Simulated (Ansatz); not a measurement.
`CB(O)F` + `[NH2][AlH2]` → `OB(F)[NH][AlH2]` + CH₄  (ligand exchange at a B–C bond)

Gas-phase electronic energies from Ansatz, PBE0-D4/def2-TZVP geometries. CBS: MP2 limit from def2 TZ/QZ plus the TZ coupled-cluster correction, frozen cores. This one scheme is used for every species. Functionals use def2-TZVPP. One conformer a species, not always the lowest.

`CB(O)F`:

Cartesian coordinates in Å:
```
C 0.504 0.636 -0.619
B -0.392 -0.218 0.327
O 0.002 -1.424 0.798
F -1.599 0.238 0.699
H 0.702 1.615 -0.172
H 1.455 0.154 -0.842
H -0.019 0.833 -1.560
H -0.654 -1.834 1.369
```

`[NH2][AlH2]`:

Cartesian coordinates in Å:
```
N -0.842 0.128 -0.392
Al 0.744 -0.113 0.346
H -1.292 -0.523 -1.016
H -1.427 0.936 -0.251
H 1.523 -1.449 0.008
H 1.295 1.022 1.304
```

`OB(F)[NH][AlH2]`:

Z-matrix (Å, degrees):
```
B
F 1 1.346
N 1 1.414 2 119.6
O 1 1.363 2 118.7 3 180.0
Al 3 1.793 1 129.7 2 -0.0
H 3 1.011 1 112.8 2 180.0
H 4 0.960 1 112.5 2 -0.0
H 5 1.583 3 115.7 1 -180.0
H 5 1.577 3 120.0 1 0.0
```

CH₄:

Z-matrix (Å, degrees):
```
C
H 1 1.090
H 1 1.090 2 109.5
H 1 1.090 2 109.5 3 -120.0
H 1 1.090 2 109.5 3 120.0
```

Question: Is it downhill or uphill in electronic energy at CCSD(T)/CBS, and by how much? (Best estimate.)

Answer: Ansatz gave: Downhill: ΔE = -92.0 kJ/mol.

Question: What do these levels give: LDA (SPW92), PBE-D4, revPBE-D4, r2SCAN-D4, B97M-V, r2SCAN0-D4, CAM-B3LYP-D4, ωB97M-V, r2SCAN, r2SCAN0, CCSD(T)/def2-TZVPP, HF/CBS(def2)? (An estimate is asked.)

Answer: Computed: LDA (SPW92) -87.7, PBE-D4 -87.1, revPBE-D4 -88.4, r2SCAN-D4 -93.3, B97M-V -92.2, r2SCAN0-D4 -95.3, CAM-B3LYP-D4 -94.0, ωB97M-V -91.7, r2SCAN -92.8, r2SCAN0 -94.7, CCSD(T)/def2-TZVPP -93.8, HF/CBS(def2) -101.0 kJ/mol.

Largest T1 diagnostic among the species: 0.012.

The D4 term adds −3.0 kJ/mol with B3LYP and −1.7 kJ/mol with PBE0; it sums over pairs of atoms, weighted by their polarisabilities, and B3LYP, whose exchange is more repulsive, gets the larger term. In def2-TZVPP, CCSD(T) changes the Hartree–Fock value by +7.6 kJ/mol (the triples alone add +0.5 kJ/mol) and MP2 by +6.5 kJ/mol.

B3LYP here is the variant with VWN-RPA as its local correlation; programs differ in this.
